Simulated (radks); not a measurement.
The numbers below are computed, except where a source is named.
Numerical settings for neutral tin, [Kr] 4d10 5s2 5p2. Level of theory: Dirac Kohn-Sham, PBEsol, spin-unpolarised, spherical densities, finite nucleus; open shells fill j = l - 1/2 first; Fermi nuclear charge, rms radius 4.6519 fm (a radial shooting solver on a logarithmic mesh with Libxc functionals). The defaults (mesh step 0.008 in ln r, mesh end at 40 bohr or more with all orbitals vanishing there, Anderson mixing 0.5 over 9 steps, residual threshold near 1e-9 with the energy settled to 1e-9 hartree or 1e-11 of itself, here a cap of 82 iterations) give E = -6176.1109 hartree and 5p1/2 at -3.848 eV in 14 iterations. Run on one thread of a shared host, so times are rough (Intel(R) Xeon(R) 6975P-C): 0.1 s of CPU time, 0.1 s wall, 14 iterations on 2437 mesh points. Changes against that run (0 stands for a change within the tolerance of the run):

setting                     iterations         converged  E (mhartree)  e(5p1/2) (meV)  CPU (s)
mesh step in ln r 0.12               2                no      diverged               -     0.01
mesh step in ln r 0.08               4                no      diverged               -     0.01
mesh step in ln r 0.05              14               yes       +0.0512               0     0.02
mesh end (bohr) 400                 14               yes             0               0      0.1
mesh end (bohr) 1                   13  level above zero     +2.73e+05       +1.09e+06     0.07
residual threshold 0.001             7               yes      +0.00275           -17.5     0.07
residual threshold 0.01              7               yes      +0.00275           -17.5     0.07
mixing 0.01                         23               yes             0               0     0.17
linear mixing, mixing 1             82                no     +1.16e+05       +3.85e+03      1.8
linear mixing, mixing 0.05          82                no      +0.00906           -31.7     0.45
mixing history 20                   19               yes             0               0     0.13
iteration cap 2                      2                no           +79       -4.51e+03     0.03

Settled on a wrong energy, with an occupied level pushed above zero by the early mesh end: mesh end (bohr) 1 (+273 hartree). Apart from these: no run marked as converged misses the energy by more than 1 mhartree. A mesh that ends early acts as a hard wall.
